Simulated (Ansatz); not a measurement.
`CC[O][AlH][F]` → `C[O][AlH][F]` + `[CH2]` (triplet) at 700 K and 1 bar (formal loss of a carbene).

Program: Ansatz. Geometries: PBE0-D4/def2-TZVP. ΔE: electronic, gas phase. CBS: MP2 limit from def2 TZ/QZ plus the TZ coupled-cluster correction, frozen cores. This one scheme is used for every species. Triplets are unrestricted, without spin–orbit coupling. One conformer a species, not always the lowest.

```csv
species,CCSD(T)/CBS energy (Eh),H − E (kJ/mol),S (J/(mol·K))
`CC[O][AlH][F]`,-496.81949,287.5,471.9
`C[O][AlH][F]`,-457.55503,196.5,412.6
`[CH2]` (triplet),-39.09499,70.4,226.8
```

H − E and S are ideal-gas, rigid-rotor, harmonic terms from PBE0-D4/def2-TZVP, for one conformer and one mirror image of each species, with the whole ground term of open shells counted as degenerate. 1 Eh = 2625.50 kJ/mol, R = 8.31446 J/(mol·K).

Task: By hand: ΔE, ΔH, ΔS and ΔG.

Result: ΔE = (-457.55503) + (-39.09499) − (-496.81949) = 0.16947 Eh = 444.9 kJ/mol. Δ(H − E) = 196.5 + 70.4 − 287.5 = -20.6, so ΔH = 424.3 kJ/mol. ΔS = 412.6 + 226.8 − 471.9 = 167.5 J/(mol·K). ΔG = 424.3 − 700 × (167.5)/1000 = 307.1 kJ/mol.

Task: By hand: the equilibrium constant, and the temperature at which ΔG would vanish if ΔH and ΔS stayed fixed.

Result: log₁₀ K = −ΔG/(RT ln 10) = -22.9. ΔG = 0 at ΔH/ΔS = 2533 K, far beyond where these terms or the molecules hold.

The number of gas molecules changes by +1, which sets the sign of ΔS. A doubt of 5 kJ/mol in ΔE shifts log₁₀ K by 0.4 here. Other conformers and mirror images would add mixing entropy, several J/(mol·K) or more a flexible species. Modes under 60 cm⁻¹, often nearly free rotors, make the harmonic entropy too high. A triplet takes part, so the spin changes. These are equilibria of isolated gas molecules and say nothing of rates. Largest T1 diagnostic: 0.013 (customary marks: 0.02 for closed shells, 0.045 for open ones).
